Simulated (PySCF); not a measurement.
## The second ionisation energy along group 14

Calculated with PySCF 2.14 from differences of total energies of unrestricted determinants, without spin-orbit coupling. Values in eV. The last column holds reference values (NIST; (s) semi-empirical, (t) theoretical, else measured). Unmarked ones compare directly (S terms, centres of terms, or small fine structure); those marked * lie between the lowest fine-structure levels and include a spin-orbit shift.

| element | configurations | UHF | LDA | PBE0 | r2SCAN | MP2 (valence) | SCS-MP2 (valence) | reference |
| --- | --- | --- | --- | --- | --- | --- | --- | --- |
| C (aug-cc-pV5Z, non-relativistic) | [He] 2s2 2p1 → [He] 2s2 | 24.174 | 24.777 | 24.839 | 25.009 | 24.438 | 24.399 | 24.378 |
| Si (aug-cc-pV(5+d)Z, non-relativistic) | [Ne] 3s2 3p1 → [Ne] 3s2 | 15.847 | 16.371 | 16.438 | 16.536 | 16.153 | 16.147 | 16.322 |
| Sn (aug-cc-pV5Z-PP with ECP28MDF, ECP) | [Kr] 4d10 5s2 5p1 → [Kr] 4d10 5s2 | 13.758 | 14.409 | 14.268 | 14.397 | 14.003 | 13.996 | 14.282 |

| method | elements | mean error (eV) | mean absolute error (eV) | largest error (eV) |
| --- | --- | --- | --- | --- |
| UHF | 3 | -0.401 | 0.401 | -0.524 |
| LDA | 3 | 0.192 | 0.192 | 0.399 |
| PBE0 | 3 | 0.188 | 0.197 | 0.461 |
| r2SCAN | 3 | 0.320 | 0.320 | 0.631 |
| MP2 (valence) | 3 | -0.129 | 0.169 | -0.279 |
| SCS-MP2 (valence) | 3 | -0.146 | 0.161 | -0.286 |

Errors include the incompleteness of the basis and the frozen core.

"Valence" correlates the outer s and p shells and, in groups 3 to 12 and the f block, the outer d or f shell, open or full, or the next shell where the ion has no valence electron left; the wider scheme adds the next inner shell.
